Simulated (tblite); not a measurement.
Record of a relaxation.

Species: C₇H₁₀GaNO.
Atom-mapped SMILES: `[CH3:1][C:2]#[C:3][GaH2-:4][N+:5]#[C:6][C@H:7]([CH3:8])[CH:9]=[O:10]` (hydrogens: H11, H12, H13 on C1; H14, H15 on Ga4; H16 on C7; H17, H18, H19 on C8; H20 on C9)
Bond orders are those of one Lewis drawing.

Computed with GFN2-xTB (tblite), gas phase: L-BFGS steps from a force-field or distance-geometry start until the largest atomic force falls under 0.01 eV/Å. 10 of its 148 geometries are shown.

Step 0: E = -765.0824 eV, largest atomic force 2.853 eV/Å
```
atom  x, y, z in Å  |  force x, y, z in eV/Å
C1      4.823    0.727    0.244   -0.978  -0.242  -0.113
C2      3.635   -0.161    0.236    1.548   1.413   0.100
C3      2.676   -0.884    0.246   -1.361  -0.449  -0.006
Ga4     1.070   -2.010    0.211    1.880  -1.561   0.022
N5     -0.463   -0.960    0.231   -2.254   1.510  -0.101
C6     -1.436   -0.312    0.219    0.969  -0.735   0.292
C7     -2.658    0.484    0.204    0.495  -1.057   2.059
C8     -3.643   -0.130   -0.736   -1.611  -1.153  -1.234
C9     -2.309    1.876   -0.149   -0.036   2.734   0.815
O10    -2.526    2.840    0.557    0.134  -1.358  -0.692
H11     5.080    0.960   -0.790    0.060   0.001   0.024
H12     4.593    1.684    0.762    0.214  -0.759  -0.147
H13     5.645    0.181    0.701    0.042   0.252   0.145
H14     1.145   -2.923   -1.109   -0.491   0.517   0.385
H15     1.048   -2.945    1.509   -0.394   0.499  -0.389
H16    -3.106    0.486    1.250    0.584   0.038  -0.762
H17    -3.105   -0.625   -1.560   -0.339   0.100   0.168
H18    -4.353    0.590   -1.199    0.586  -0.214   0.456
H19    -4.286   -0.900   -0.224    0.767   0.673  -0.466
H20    -1.834    2.032   -1.113    0.183  -0.209  -0.554
```

Step 16: E = -765.6823 eV, largest atomic force 0.171 eV/Å
```
atom  x, y, z in Å  |  force x, y, z in eV/Å
C1      4.813    0.726    0.233    0.000   0.013  -0.029
C2      3.632   -0.120    0.238   -0.067   0.007   0.009
C3      2.613   -0.781    0.247    0.067  -0.040  -0.010
Ga4     1.213   -2.137    0.221    0.100   0.114   0.011
N5     -0.459   -0.980    0.228    0.005   0.013   0.008
C6     -1.418   -0.349    0.263   -0.031  -0.005   0.022
C7     -2.615    0.436    0.245    0.005  -0.016   0.012
C8     -3.632   -0.153   -0.754    0.012   0.024  -0.026
C9     -2.286    1.884   -0.156   -0.095  -0.020   0.022
O10    -2.542    2.816    0.539    0.091  -0.055  -0.134
H11     5.105    0.974   -0.787   -0.051  -0.039  -0.098
H12     4.623    1.659    0.763   -0.058  -0.019   0.067
H13     5.652    0.217    0.708   -0.048  -0.052   0.058
H14     0.952   -2.850   -1.125   -0.040   0.040   0.053
H15     0.898   -2.894    1.529   -0.003   0.031  -0.054
H16    -3.052    0.467    1.250    0.069  -0.019   0.038
H17    -3.125   -0.595   -1.608    0.005   0.009  -0.024
H18    -4.293    0.632   -1.112   -0.036   0.022   0.024
H19    -4.236   -0.915   -0.268    0.071  -0.017  -0.029
H20    -1.849    1.974   -1.166    0.004   0.010   0.079
```

Step 33: E = -765.7100 eV, largest atomic force 0.122 eV/Å
```
atom  x, y, z in Å  |  force x, y, z in eV/Å
C1      4.783    0.730    0.232   -0.010   0.000   0.024
C2      3.605   -0.113    0.236   -0.032  -0.067  -0.043
C3      2.618   -0.817    0.229   -0.017  -0.013   0.001
Ga4     1.187   -2.122    0.222    0.091   0.081   0.003
N5     -0.411   -0.923    0.272   -0.042  -0.023   0.026
C6     -1.403   -0.346    0.290   -0.053  -0.006   0.016
C7     -2.611    0.419    0.262    0.056   0.055  -0.011
C8     -3.617   -0.152   -0.755    0.037   0.002   0.061
C9     -2.254    1.848   -0.180   -0.003   0.027   0.034
O10    -2.480    2.816    0.474    0.011  -0.033  -0.031
H11     5.072    0.970   -0.791    0.002   0.004  -0.027
H12     4.588    1.654    0.772   -0.021   0.073   0.024
H13     5.605    0.208    0.719    0.062  -0.021   0.011
H14     0.842   -2.776   -1.127   -0.022  -0.036   0.035
H15     0.897   -2.861    1.538   -0.025  -0.037  -0.044
H16    -3.038    0.452    1.274   -0.001   0.032  -0.089
H17    -3.104   -0.451   -1.668   -0.062   0.044   0.009
H18    -4.362    0.607   -0.989    0.019  -0.061  -0.005
H19    -4.121   -1.018   -0.335    0.025  -0.030  -0.026
H20    -1.800    1.886   -1.186   -0.014   0.008   0.032
```

Step 49: E = -765.7323 eV, largest atomic force 0.038 eV/Å
```
atom  x, y, z in Å  |  force x, y, z in eV/Å
C1      4.761    0.738    0.234   -0.009  -0.005  -0.003
C2      3.606   -0.139    0.216   -0.027  -0.008   0.003
C3      2.622   -0.848    0.199   -0.017  -0.006   0.012
Ga4     1.167   -2.128    0.225    0.016  -0.013  -0.006
N5     -0.438   -0.926    0.388    0.029  -0.022   0.002
C6     -1.417   -0.328    0.349    0.005  -0.016  -0.022
C7     -2.611    0.453    0.254    0.014   0.005   0.015
C8     -3.595   -0.164   -0.753    0.029   0.012   0.013
C9     -2.206    1.858   -0.213   -0.012   0.005  -0.017
O10    -2.407    2.848    0.414   -0.015  -0.004   0.005
H11     5.055    0.995   -0.783   -0.008   0.001  -0.015
H12     4.527    1.654    0.777   -0.006   0.007   0.001
H13     5.599    0.243    0.726   -0.008  -0.018   0.008
H14     0.726   -2.765   -1.111    0.006   0.029   0.011
H15     0.905   -2.924    1.513    0.024  -0.005   0.000
H16    -3.066    0.526    1.249   -0.033   0.013   0.013
H17    -3.136   -0.242   -1.736    0.010   0.005  -0.018
H18    -4.481    0.460   -0.823    0.000   0.007   0.002
H19    -3.890   -1.159   -0.430    0.008  -0.005   0.017
H20    -1.726    1.857   -1.206   -0.005   0.018  -0.022
```

Step 65: E = -765.7362 eV, largest atomic force 0.029 eV/Å
```
atom  x, y, z in Å  |  force x, y, z in eV/Å
C1      4.739    0.734    0.232    0.002   0.003  -0.004
C2      3.579   -0.136    0.220   -0.005   0.000   0.015
C3      2.594   -0.844    0.217    0.000   0.006  -0.004
Ga4     1.163   -2.144    0.234    0.008  -0.003  -0.008
N5     -0.447   -0.957    0.422    0.028  -0.002   0.005
C6     -1.401   -0.322    0.357   -0.010   0.006   0.011
C7     -2.589    0.468    0.252   -0.001   0.002  -0.010
C8     -3.568   -0.164   -0.752    0.001   0.009   0.003
C9     -2.212    1.877   -0.227    0.015   0.003   0.002
O10    -2.432    2.864    0.398   -0.007  -0.001  -0.003
H11     5.032    0.985   -0.787   -0.007   0.004  -0.012
H12     4.513    1.654    0.772   -0.003   0.003  -0.001
H13     5.574    0.234    0.723   -0.007  -0.007   0.007
H14     0.717   -2.745   -1.115   -0.005  -0.002  -0.004
H15     0.951   -2.976    1.504   -0.008  -0.009   0.000
H16    -3.049    0.548    1.244   -0.002  -0.012  -0.005
H17    -3.125   -0.215   -1.744    0.018   0.009   0.010
H18    -4.472    0.437   -0.797   -0.017  -0.005  -0.013
H19    -3.829   -1.172   -0.439   -0.002   0.006   0.015
H20    -1.743    1.885   -1.225    0.002  -0.007  -0.005
```

Step 82: E = -765.7376 eV, largest atomic force 0.025 eV/Å
```
atom  x, y, z in Å  |  force x, y, z in eV/Å
C1      4.717    0.742    0.229   -0.003  -0.004   0.005
C2      3.556   -0.128    0.229    0.008  -0.018  -0.015
C3      2.585   -0.855    0.221   -0.008   0.007   0.010
Ga4     1.154   -2.159    0.227    0.007   0.008   0.003
N5     -0.439   -0.951    0.455    0.010  -0.009   0.006
C6     -1.391   -0.314    0.382   -0.015   0.017   0.001
C7     -2.577    0.477    0.261   -0.009  -0.001  -0.001
C8     -3.544   -0.167   -0.748    0.010   0.002  -0.006
C9     -2.204    1.882   -0.230    0.009  -0.009  -0.003
O10    -2.446    2.878    0.373    0.000  -0.015  -0.004
H11     5.004    0.984   -0.795   -0.004  -0.002   0.007
H12     4.501    1.667    0.764   -0.025  -0.001  -0.002
H13     5.551    0.241    0.721    0.008   0.000  -0.005
H14     0.690   -2.731   -1.129   -0.004   0.010  -0.009
H15     0.943   -3.025    1.476    0.005   0.009   0.000
H16    -3.050    0.563    1.247    0.003  -0.005   0.014
H17    -3.087   -0.222   -1.733    0.015   0.000  -0.012
H18    -4.451    0.428   -0.811   -0.002  -0.009   0.004
H19    -3.801   -1.174   -0.430   -0.014   0.009   0.012
H20    -1.717    1.877   -1.220    0.011   0.009  -0.005
```

Step 98: E = -765.7408 eV, largest atomic force 0.024 eV/Å
```
atom  x, y, z in Å  |  force x, y, z in eV/Å
C1      4.655    0.754    0.217    0.003   0.004   0.002
C2      3.524   -0.153    0.223   -0.011   0.005   0.001
C3      2.563   -0.892    0.231    0.012   0.000   0.000
Ga4     1.118   -2.177    0.207    0.001  -0.007   0.012
N5     -0.432   -0.945    0.562   -0.022   0.004   0.010
C6     -1.375   -0.298    0.460    0.019  -0.005   0.008
C7     -2.551    0.496    0.286    0.000  -0.008  -0.003
C8     -3.477   -0.181   -0.740   -0.011  -0.006  -0.003
C9     -2.161    1.883   -0.237    0.001   0.011   0.003
O10    -2.470    2.899    0.299    0.009  -0.018  -0.013
H11     4.932    0.998   -0.808    0.008   0.002   0.000
H12     4.400    1.674    0.744   -0.001   0.006   0.000
H13     5.508    0.290    0.713    0.001  -0.006  -0.002
H14     0.599   -2.632   -1.175   -0.012  -0.006   0.001
H15     0.923   -3.122    1.400    0.014   0.003  -0.014
H16    -3.061    0.610    1.250    0.003   0.000   0.000
H17    -2.976   -0.277   -1.701   -0.003   0.008   0.004
H18    -4.379    0.412   -0.864    0.002   0.006  -0.008
H19    -3.752   -1.174   -0.393   -0.012  -0.004   0.000
H20    -1.593    1.845   -1.182   -0.001   0.009   0.004
```

Step 114: E = -765.7426 eV, largest atomic force 0.045 eV/Å
```
atom  x, y, z in Å  |  force x, y, z in eV/Å
C1      4.631    0.767    0.213   -0.008  -0.001  -0.001
C2      3.508   -0.151    0.213   -0.010   0.003   0.006
C3      2.556   -0.903    0.217   -0.001   0.010  -0.007
Ga4     1.105   -2.184    0.198    0.008   0.015   0.005
N5     -0.439   -0.957    0.655   -0.042   0.008  -0.014
C6     -1.375   -0.308    0.507    0.036  -0.013   0.007
C7     -2.539    0.494    0.291   -0.006  -0.004   0.003
C8     -3.457   -0.181   -0.744   -0.001  -0.005   0.000
C9     -2.131    1.873   -0.242    0.002   0.003  -0.007
O10    -2.473    2.896    0.260    0.010  -0.004  -0.003
H11     4.911    1.013   -0.811    0.012  -0.005   0.001
H12     4.364    1.686    0.736   -0.004   0.000   0.004
H13     5.485    0.313    0.715   -0.006  -0.004  -0.009
H14     0.517   -2.579   -1.179    0.001  -0.002  -0.003
H15     0.970   -3.186    1.352    0.002  -0.001   0.001
H16    -3.066    0.628    1.243   -0.010  -0.003   0.011
H17    -2.934   -0.320   -1.687   -0.001   0.011   0.013
H18    -4.334    0.440   -0.909    0.010  -0.005  -0.006
H19    -3.779   -1.153   -0.378    0.003   0.004  -0.001
H20    -1.524    1.823   -1.161    0.005  -0.007   0.001
```

Step 131: E = -765.7450 eV, largest atomic force 0.026 eV/Å
```
atom  x, y, z in Å  |  force x, y, z in eV/Å
C1      4.603    0.782    0.208   -0.010  -0.003   0.000
C2      3.466   -0.119    0.194   -0.021   0.010  -0.002
C3      2.498   -0.849    0.180    0.004  -0.005   0.015
Ga4     1.084   -2.174    0.181   -0.003   0.017  -0.019
N5     -0.490   -1.014    0.733    0.020  -0.012   0.003
C6     -1.404   -0.337    0.573   -0.004   0.001  -0.003
C7     -2.539    0.492    0.316    0.005   0.006  -0.007
C8     -3.434   -0.178   -0.742    0.002   0.004  -0.009
C9     -2.076    1.845   -0.239    0.009   0.003  -0.001
O10    -2.421    2.891    0.209    0.002   0.002   0.009
H11     4.901    1.026   -0.812    0.005  -0.005   0.009
H12     4.344    1.704    0.730    0.000  -0.002  -0.002
H13     5.442    0.311    0.720   -0.001   0.004  -0.011
H14     0.455   -2.542   -1.188    0.001   0.001   0.008
H15     1.042   -3.222    1.298   -0.001  -0.002   0.007
H16    -3.095    0.661    1.246   -0.003  -0.006   0.001
H17    -2.869   -0.363   -1.653   -0.008  -0.009  -0.002
H18    -4.274    0.473   -0.972   -0.009  -0.007   0.006
H19    -3.813   -1.126   -0.368    0.004   0.011  -0.001
H20    -1.425    1.751   -1.125    0.008  -0.006  -0.001
```

Step 147: E = -765.7458 eV, largest atomic force 0.009 eV/Å
```
atom  x, y, z in Å  |  force x, y, z in eV/Å
C1      4.572    0.793    0.203   -0.003   0.005   0.001
C2      3.428   -0.099    0.188    0.002  -0.002   0.001
C3      2.460   -0.830    0.180    0.006   0.001   0.003
Ga4     1.063   -2.170    0.173    0.002  -0.002   0.002
N5     -0.506   -1.036    0.785    0.006  -0.006  -0.002
C6     -1.408   -0.349    0.605   -0.003  -0.001   0.000
C7     -2.527    0.493    0.320    0.001   0.002   0.001
C8     -3.415   -0.181   -0.743   -0.001   0.003  -0.001
C9     -2.030    1.831   -0.240    0.007  -0.004  -0.001
O10    -2.374    2.888    0.183    0.000   0.005   0.004
H11     4.877    1.031   -0.817   -0.005  -0.006   0.000
H12     4.321    1.718    0.722   -0.004   0.003   0.002
H13     5.406    0.316    0.718   -0.003   0.004  -0.005
H14     0.409   -2.510   -1.192    0.001  -0.002  -0.001
H15     1.060   -3.249    1.262    0.000   0.000   0.000
H16    -3.098    0.680    1.237    0.001   0.003   0.005
H17    -2.844   -0.375   -1.648   -0.001  -0.001   0.002
H18    -4.253    0.469   -0.982   -0.001   0.000  -0.001
H19    -3.797   -1.126   -0.363   -0.002   0.003  -0.007
H20    -1.348    1.717   -1.100   -0.002  -0.004  -0.004
```

**Question.** Summarise the path.

**Answer.** The energy falls by 0.6634 eV from step 0 to step 147; nine tenths of that is first reached at step 16. It falls at every step. The largest force goes from 2.853 to 0.009 eV/Å. Among the bonds Ga4–N5 changes most, from 1.859 to 2.031 Å; the atoms move by 0.385 Å rms after alignment.

The cost below is that of the whole relaxation. On Arm Neoverse N1, one thread, shared host with 64 logical CPUs at a one-minute load of 59, this took 2.4 s of wall time.
